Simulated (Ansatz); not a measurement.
Geometry optimisation, RKS PBE/def2-SVP (Ansatz).

Input:

```yaml
crystal:
  periodic: [false, false, false]
  atoms:
    - { symbol: "N", position_ang: [0.9997, -0.9919, 0.9445] }
    - { symbol: C, position_ang: [-0.0983, -0.315, 0.5479] }
    - { symbol: Cl, position_ang: [-1.5979, -0.3402, 1.4964] }
    - { symbol: Al, position_ang: [0.0195, 0.7163, -1.1368] }
    - { symbol: F, position_ang: [-1.5174, 1.5925, -1.6967] }
    - { symbol: H, position_ang: [0.9518, -1.4705, 1.8091] }
    - { symbol: H, position_ang: [1.3038, 0.7408, -2.0101] }
basis:
  gaussian: { orbitals: def2-SVP }
hamiltonian:
  xc: pbe
relax:
  f_tol: 0.02
  max_steps: 50
```

Run as:

```bash
$ ansatz run input.yaml --threads 2 --pin off --max-ram 3072MiB --backend cpu --events-out ev --progress --plain --runs-dir out
```

Problem. Where does it end, and by what steps?

Solution. The run converged. After 8 steps the energy has fallen by 0.611 eV; F5 moved furthest, 0.17 Å.

```tsv
step	energy less start (eV)	largest force component (eV/Å)	accepted
0	0.0000	3.604	yes
1	-0.4808	1.705	yes
2	-0.5010	1.568	yes
3	-0.5782	0.645	yes
4	-0.6044	0.230	yes
5	-0.6089	0.205	yes
6	-0.6100	0.135	yes
7	-0.6111	0.043	yes
8	-0.6114	0.014	yes
```

```xyz
7
Properties=species:S:1:pos:R:3
N 0.975 -0.970 0.899
C -0.060 -0.324 0.554
Cl -1.589 -0.290 1.531
Al -0.016 0.706 -1.140
F -1.417 1.467 -1.655
H 0.881 -1.488 1.793
H 1.287 0.832 -2.027
```

Run time: 14 s on 2 threads of Arm Neoverse V2 (shared host), peak memory 0.17 GiB.
